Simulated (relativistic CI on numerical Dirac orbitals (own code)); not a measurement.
Crystal-field levels of Mn3+, 3d4

Calculated by Dirac-Coulomb-Breit CI, KLI orbitals optimised for each configuration, model QED, valence Slater integrals scaled by 0.75, one configuration in a parametric crystal field (own radial code).

Field parameters in Wybourne normalisation: D4h B²₀ = −7Ds, B⁴₀ = 21(Dq − Dt), B⁴₄ = 21√(5/14) Dq. The field is a parameter set, without covalency.

S and J are read from ⟨S²⟩ = S(S + 1) and ⟨J²⟩ = J(J + 1) of each level; they are not fictitious spins.

D4h, 10Dq = 21600, Ds = -1500, Dt = 730 cm⁻¹, the lowest 10 levels:

| E (cm⁻¹) | Degeneracy | Irrep | S | J |
| --- | --- | --- | --- | --- |
| 0.0 | 1 | A1 | 1.29 | 3.84 |
| 58.2 | 2 | E | 1.26 | 3.87 |
| 728 | 1 | B1 | 2.00 | 2.98 |
| 728 | 1 | B2 | 2.00 | 2.98 |
| 910 | 2 | E | 1.82 | 3.24 |
| 951 | 1 | A1 | 1.80 | 3.26 |
| 3041 | 1 | A2 | 1.99 | 2.96 |
| 3041 | 1 | A1 | 1.99 | 2.96 |
| 3066 | 2 | E | 2.00 | 2.98 |
| 3075 | 1 | B1 | 2.00 | 2.98 |

D4h, 10Dq = 21600, Ds = -1090, Dt = 730 cm⁻¹, the lowest 16 levels:

| E (cm⁻¹) | Degeneracy | Irrep | S | J |
| --- | --- | --- | --- | --- |
| 0.0 | 1 | A1 | 1.27 | 3.86 |
| 58.0 | 2 | E | 1.24 | 3.90 |
| 762 | 1 | B1 | 2.00 | 2.98 |
| 762 | 1 | B2 | 2.00 | 2.98 |
| 935 | 2 | E | 1.83 | 3.22 |
| 977 | 1 | A1 | 1.82 | 3.24 |
| 1440 | 1 | A2 | 1.99 | 2.96 |
| 1440 | 1 | A1 | 1.99 | 2.96 |
| 1464 | 2 | E | 2.00 | 2.98 |
| 1472 | 1 | B1 | 2.00 | 2.98 |
| 6621 | 1 | A1 | 1.01 | 4.33 |
| 6632 | 1 | A2 | 1.01 | 4.37 |
| 6770 | 2 | E | 1.00 | 4.14 |
| 6884 | 1 | B2 | 1.00 | 3.93 |
| 6913 | 1 | B1 | 1.00 | 3.89 |
| 10091 | 1 | B2 | 0.04 | 4.64 |

D4h, 10Dq = 21600, Ds = -680, Dt = 730 cm⁻¹, the lowest 16 levels:

| E (cm⁻¹) | Degeneracy | Irrep | S | J |
| --- | --- | --- | --- | --- |
| 0.0 | 1 | A1 | 1.97 | 3.00 |
| 6.3 | 1 | A2 | 2.00 | 2.96 |
| 26.9 | 2 | E | 1.99 | 2.99 |
| 35.6 | 1 | B1 | 2.00 | 2.98 |
| 169 | 1 | A1 | 1.28 | 3.86 |
| 222 | 2 | E | 1.23 | 3.92 |
| 963 | 1 | B2 | 2.00 | 2.98 |
| 963 | 1 | B1 | 2.00 | 2.98 |
| 1128 | 2 | E | 1.85 | 3.20 |
| 1169 | 1 | A1 | 1.83 | 3.22 |
| 5649 | 1 | A1 | 1.01 | 4.31 |
| 5657 | 1 | A2 | 1.01 | 4.36 |
| 5801 | 2 | E | 1.00 | 4.13 |
| 5927 | 1 | B2 | 1.00 | 3.93 |
| 5950 | 1 | B1 | 1.00 | 3.89 |
| 10174 | 1 | B2 | 0.04 | 4.64 |

D4h, 10Dq = 21600, Ds = -270, Dt = 730 cm⁻¹, the lowest 10 levels:

```
E (cm⁻¹)  Degeneracy  Irrep     S     J
     0.0           1     A1  2.00  2.96
     0.7           1     A2  2.00  2.96
    21.4           2      E  2.00  2.98
    28.4           1     B1  2.00  2.98
    1748           1     A1  1.23  3.92
    1805           2      E  1.21  3.95
    2591           1     B2  2.00  2.98
    2591           1     B1  2.00  2.98
    2749           2      E  1.86  3.17
    2789           1     A1  1.84  3.19
```

D4h, 10Dq = 21600, Ds = 140, Dt = 730 cm⁻¹, the lowest 10 levels:

```json
{"E (cm⁻¹)": "0.0", "Degeneracy": "1", "Irrep": "A1", "S": "2.00", "J": "2.96"}
{"E (cm⁻¹)": "0.4", "Degeneracy": "1", "Irrep": "A2", "S": "2.00", "J": "2.96"}
{"E (cm⁻¹)": "20.1", "Degeneracy": "2", "Irrep": "E", "S": "2.00", "J": "2.98"}
{"E (cm⁻¹)": "26.7", "Degeneracy": "1", "Irrep": "B1", "S": "2.00", "J": "2.99"}
{"E (cm⁻¹)": "3328", "Degeneracy": "1", "Irrep": "A1", "S": "1.21", "J": "3.96"}
{"E (cm⁻¹)": "3386", "Degeneracy": "2", "Irrep": "E", "S": "1.19", "J": "3.98"}
{"E (cm⁻¹)": "4221", "Degeneracy": "1", "Irrep": "B2", "S": "1.99", "J": "2.99"}
{"E (cm⁻¹)": "4222", "Degeneracy": "1", "Irrep": "B1", "S": "1.99", "J": "2.99"}
{"E (cm⁻¹)": "4374", "Degeneracy": "2", "Irrep": "E", "S": "1.87", "J": "3.15"}
{"E (cm⁻¹)": "4414", "Degeneracy": "1", "Irrep": "A1", "S": "1.86", "J": "3.17"}
```

The free-ion ground term has S = 2. The field overcomes the spin-pairing energy for D4h, 10Dq = 21600, Ds = -1500, Dt = 730 cm⁻¹; D4h, 10Dq = 21600, Ds = -1090, Dt = 730 cm⁻¹, where the ground state has lower spin; these fields are assumed values.

Levels of this model without a field, named by their leading LS term (the scale mimics covalency, so terms lie below those of the real free ion): 5D_0 0, 5D_1 93, 5D_2 272, 5D_3 526, 5D_4 844, 3H_4 17527, 3H_5 17702, 3H_6 17885 cm⁻¹.
